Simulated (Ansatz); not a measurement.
Molecule: FeF3, net charge 0, sextet state. The spin state was set by rule; other spins were not relaxed. 
Coordinates optimised at B3LYP-D3(BJ)/def2-TZVP (Ansatz, a first-principles code):
SMILES: [F][Fe]([F])[F]
```xyz
4

Fe     0.0000     0.0000     0.0000
F     -1.4908    -0.9357    -0.0104
F      0.0123     1.6429    -0.6314
F      1.4785    -0.7072     0.6418
```
Charge 0, spin multiplicity 6.

Total electronic energies in hartree. Cores are frozen in the correlated levels unless marked. UHF or UKS for open shells. Spin-orbit coupling is left out. Frozen are the shells of the preceding noble gas and the d and f shells that filled before the atom's block. Non-relativistic. CBS(X,Y): correlation extrapolated as X^-3; Hartree-Fock from the larger set. [CCSD(T)-MP2]/basis is that difference in the basis named.

| level | program | energy (Eh) |
|---|---|---|
| HF/6-31G* | Ansatz | -1560.73174 |
| BLYP-D4/def2-TZVPD | Ansatz + dftd4 | -1563.54953 |
| r2SCAN-D4/def2-TZVPD | Ansatz + dftd4 | -1563.36389 |
| PBE0-D3(BJ)/def2-TZVPD | Ansatz + dftd3 | (withheld) |
| HSE06/def2-TZVPD | Ansatz | (withheld) |
| RPA@PBE/def2-TZVPP | Ansatz | (withheld) |
| SCS-MP2/STO-3G | Ansatz | -1543.24750 |
| CCSD(T)/6-31G* | Ansatz | -1561.39813 |
| RI-MP2/CBS(def2-TZVPP,def2-QZVPP)+[CCSD(T)-MP2]/def2-TZVPP | Ansatz | -1562.2000 |

Task: Some entries are withheld; supply them.

Result: 
- PBE0-D3(BJ)/def2-TZVPD, energy (Eh): -1562.97580
- HSE06/def2-TZVPD, energy (Eh): -1562.95685
- RPA@PBE/def2-TZVPP, energy (Eh): -1562.37502
